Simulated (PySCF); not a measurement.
# Working out the ionisation energy of Al⁺

Al⁺ [Ne] 3s2 (1S) → Al²⁺ [Ne] 3s1 (2S). Computed with PySCF 2.14 in aug-cc-pwCVDZ (6s5p3d, 36 functions), with no relativity, point nucleus. Frozen: nothing. Energies in hartree (1 hartree = 27.21139 eV):

```tsv
part	Al⁺ (lower)	Al²⁺ (upper)
UHF	-241.668590	-241.024018
MP2 opposite-spin	-0.117836	-0.088975
MP2 same-spin	-0.039558	-0.036401
```

Q: What does Hartree-Fock give?

A: (-241.024018) − (-241.668590) = 0.644572 hartree = 17.540 eV.

Q: What do MP2 and SCS-MP2 (6/5 opposite-spin, 1/3 same-spin) give?

A: The opposite-spin parts differ by 0.785 eV and the same-spin parts by 0.086 eV. MP2: 17.540 + (0.785) + (0.086) = 18.411 eV. SCS-MP2: 17.540 + 1.2 × (0.785) + (0.086)/3 = 18.511 eV.

Measured between the centres of the two terms (NIST): 18.829 eV, so MP2 (all electrons) is off by -0.418 eV.

A double-zeta basis recovers only part of the correlation energy.

What remains against the reference includes basis incompleteness and correlation beyond second order.
